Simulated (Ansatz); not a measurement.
`C[SiH](O)[AlH][OH]` and `C[SiH](O)BO` differ in one element.

Ansatz, PBE0-D4/def2-TZVP geometries, multiplicity 1. Each molecule was computed in one conformer, which needn't be the lowest.

```tsv
property	`C[SiH](O)[AlH][OH]`
size of the dipole moment (PBE/def2-TZVPP) / D	1.90
HOMO–LUMO gap (PBE0/def2-TZVPP) / eV	5.62
HOMO–LUMO gap (PBE/def2-TZVPP) / eV	3.75
LUMO energy (B3LYP/def2-TZVPP) / eV	-1.55
LUMO energy (PBE0/def2-TZVPP) / eV	-1.37
size of the dipole moment (ωB97M-V/def2-TZVPP) / D	2.06
```

(1) What does the change do to each property? (Estimate.)

Answers

(1) Computed: 
```tsv
property	`C[SiH](O)BO`	shift
size of the dipole moment (PBE/def2-TZVPP) / D	2.32	0.42
HOMO–LUMO gap (PBE0/def2-TZVPP) / eV	6.25	0.63
HOMO–LUMO gap (PBE/def2-TZVPP) / eV	3.99	0.24
LUMO energy (B3LYP/def2-TZVPP) / eV	-1.20	0.35
LUMO energy (PBE0/def2-TZVPP) / eV	-0.99	0.38
size of the dipole moment (ωB97M-V/def2-TZVPP) / D	2.44	0.38
```

With PBE0 the HOMO falls by 0.25 eV and the LUMO rises by 0.38 eV, so the gap widens by about 0.63 eV. PBE moves the HOMO by -0.07 eV and ωB97M-V by -0.41 eV. Dipoles are sizes alone; their direction can turn.

Positive LUMOs are unbound, so they and the gaps depend on the basis.

B3LYP here is the variant with VWN-RPA as its local correlation; programs differ in this.
